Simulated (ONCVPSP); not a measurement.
## Configuration tests for B (ONCV)

| Quantity | Value |
| --- | --- |
| Element | boron (B) |
| Generator | ONCVPSP 4.0.1 |
| Type | optimised norm-conserving Vanderbilt (ONCV) |
| Functional | LDA (Perdew-Zunger) |
| Relativity | non-relativistic |
| Frozen core | [He] |
| Valence charge | 3 |
| Reference configuration | 2s1.5 2p1.5 |
| Partial waves | 2s: rc 1.40 bohr, ncon 4, nbas 7, qcut 4.6 1/bohr, 2 projectors, debl 1.5 Ha; 2p: rc 2.25 bohr, ncon 5, nbas 9, qcut 7.6 1/bohr, 3 projectors, debl 2.1 Ha; d scattering state at 0.03 Ha: rc 2.45 bohr, ncon 4, nbas 8, qcut 3.6 1/bohr, 2 projectors, debl 1.8 Ha |
| Local potential | polynomial inside 1.25 bohr (lpopt 5, dvloc0 6 Ha) |
| Core correction | Teter function, fcfact 5.75, rcfact 1.1 |

Energies are relative to the spin-unpolarised reference configuration 2s1.5 2p1.5; without spin polarisation the order of configurations can differ from experiment.

| valence configuration | charge | ΔE all-electron (eV) | error AE − PS (meV) |
| --- | --- | --- | --- |
| 2s2 2p1 | 0 | -2.836 | +0.8 |
| 2s1 2p0 | +2 | 30.791 | +106 |
| 2s2 2p0.5 | +0.5 | 0.108 | +5.9 |

**Question.** What are ΔE and the potential's error for 2s2 2p0?

**Answer.** ΔE = 5.493 eV all-electron; the error (AE − PS) is +26 meV.

Levels in the configuration 2s2 2p1:

```tsv
level	all-electron (eV)	pseudo (eV)
2s	-9.385	-9.385
2p	-3.722	-3.718
```
